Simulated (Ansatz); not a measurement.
Reaction (redistribution): `B[SiH2][GeH3]` + `FCS[SiH3]` → `[SiH3]S[CH2][GeH3]` + `B[SiH2]F`

Calculated with Ansatz (gas phase, PBE0-D4/def2-TZVP geometries, no zero-point term in ΔE). CCSD(T)/CBS adds triple-zeta CCSD(T) − MP2 to the extrapolated MP2 energy (def2 sets, frozen cores). DFT in def2-TZVPP. For Ge outer-core shells are correlated without core-valence functions, which leaves a few kJ/mol of doubt a bond. Scalar relativity is left out up to krypton. Each species was taken in one conformer, which may not be the lowest.

(1) Is it downhill or uphill in electronic energy at CCSD(T)/CBS, and by how much? (Best estimate.)

(2) What do these levels give: BLYP, r2SCAN0, LC-ωPBE, CCSD/def2-SVP, HF/def2-QZVPP, HF/CBS(def2)? (Estimate.)

Largest T1 diagnostic among the species: 0.013.

## Answers

(1) Computed: Downhill: ΔE = -172.8 kJ/mol.

(2) The calculation gave: BLYP -146.7, r2SCAN0 -157.6, LC-ωPBE -159.6, CCSD/def2-SVP -148.6, HF/def2-QZVPP -182.9, HF/CBS(def2) -183.3 kJ/mol.

Leaving LDA and LC-ωPBE aside and taking each functional with its dispersion term where it has one, the values, not all of them listed here, spread over 33.9 kJ/mol, from BHLYP-D4 to PBE-D4. From PBE to PBE0 (25 % exact exchange), in def2-TZVPP and without D4, ΔE moves by −11.4 kJ/mol. At CCSD(T), def2-SVP lies +26.9 kJ/mol from the extrapolated value and def2-TZVPP +4.4 kJ/mol.
